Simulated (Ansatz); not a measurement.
Species: YH, charge 0, multiplicity 1. 
Structure (B3LYP-D3(BJ)/def2-TZVP (Ansatz, a quantum-chemistry and plane-wave program) minimum search):
SMILES: [YH]
```xyz
2

Y      0.0000     0.0000    -0.0480
H      0.0000     0.0000     1.8702
```
Charge 0, spin multiplicity 1.

Basis-set convergence of Hartree-Fock and CCSD(T) correlation energies (hartree) with Ansatz. Cores are frozen in the correlated levels unless marked. No spin-orbit coupling. The frozen core is the preceding noble-gas configuration, with the filled d and f shells of earlier blocks. In def2 rows, elements after Kr have scalar-relativistic effective core potentials.

The Hartree-Fock reference is unstable (checked in the largest basis), which strains HF and MP2. 

```tsv
basis	functions	E(HF)	E(corr, CCSD(T))
def2-SVP	36	-38.38448	-0.06251
def2-TZVPP	70	-38.39743	-0.07440
def2-QZVPP	111	-38.39876	-0.07600
```

Extrapolating the two largest sets (X = 3 and 4) as X^-3: E(corr) = (64·(-0.07600) - 27·(-0.07440))/37 = -0.0772 Eh, an estimate of the basis-set limit. The largest set recovers 98.5 % of it, the smallest 81.0 %.
